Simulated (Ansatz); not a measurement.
Geometry optimisation, RKS PBE-D4/def2-SVP in Ansatz.

input.yaml

```yaml
crystal:
  periodic: [false, false, false]
  atoms:
    - { symbol: Si, position_ang: [-1.5344, -0.2217, 0.6307] }
    - { symbol: C, position_ang: [0.2102, -0.3356, 0.8209] }
    - { symbol: C, position_ang: [0.9944, -0.0337, -0.1604] }
    - { symbol: C, position_ang: [1.9293, 0.2664, -1.1077] }
    - { symbol: I, position_ang: [1.2504, 1.4345, -2.6492] }
    - { symbol: H, position_ang: [-2.2604, -0.6596, 1.8408] }
    - { symbol: H, position_ang: [-2.0315, -0.9801, -0.5303] }
    - { symbol: H, position_ang: [-1.9334, 1.259, 0.4138] }
    - { symbol: H, position_ang: [0.5868, -0.6565, 1.8223] }
    - { symbol: H, position_ang: [2.8717, -0.1238, -1.078] }
basis:
  gaussian: { orbitals: def2-SVP }
hamiltonian:
  xc: pbe
  dispersion: d4
relax:
  f_tol: 0.02
  max_steps: 50
```

Launched with:

```bash
$ ansatz run input.yaml --threads 2 --pin off --max-ram 3072MiB --backend cpu --events-out ev --progress --plain --runs-dir out
```

Problem. Where does it end, and by what steps?

Solution. It converged. After 17 steps the energy has fallen by 1.944 eV; H9 moved furthest, 1.13 Å.

| step | energy less start (eV) | largest force component (eV/Å) | accepted |
| --- | --- | --- | --- |
| 0 | 0.0000 | 4.491 | yes |
| 1 | -0.8561 | 1.564 | yes |
| 2 | -1.3156 | 0.749 | yes |
| 3 | -1.5991 | 0.442 | yes |
| 4 | -1.7748 | 0.319 | yes |
| 5 | -1.8723 | 0.263 | yes |
| 6 | -1.9260 | 0.118 | yes |
| 7 | -1.9321 | 0.273 | yes |
| 8 | -1.9303 | 0.300 | no |
| 9 | -1.9381 | 0.149 | yes |
| 10 | -1.9419 | 0.055 | yes |
| 11 | -1.9419 | 0.076 | no |
| 12 | -1.9429 | 0.023 | yes |
| 13 | -1.9439 | 0.032 | yes |
| 14 | -1.9440 | 0.024 | yes |
| 15 | -1.9440 | 0.031 | yes |
| 16 | -1.9443 | 0.021 | yes |
| 17 | -1.9444 | 0.015 | yes |

```xyz
10
Properties=species:S:1:pos:R:3
Si -1.646 -0.302 0.667
C 0.177 0.143 0.864
C 1.029 0.084 -0.143
C 1.832 0.016 -1.178
I 2.139 1.671 -2.480
H -2.002 -1.423 1.607
H -1.902 -0.721 -0.751
H -2.502 0.887 1.018
H 0.546 0.468 1.857
H 2.414 -0.875 -1.459
```

Run time: 14 s on 2 threads of AMD EPYC 9R45 96-Core Processor (Zen 5), with other jobs on the host, peak memory 0.17 GiB.
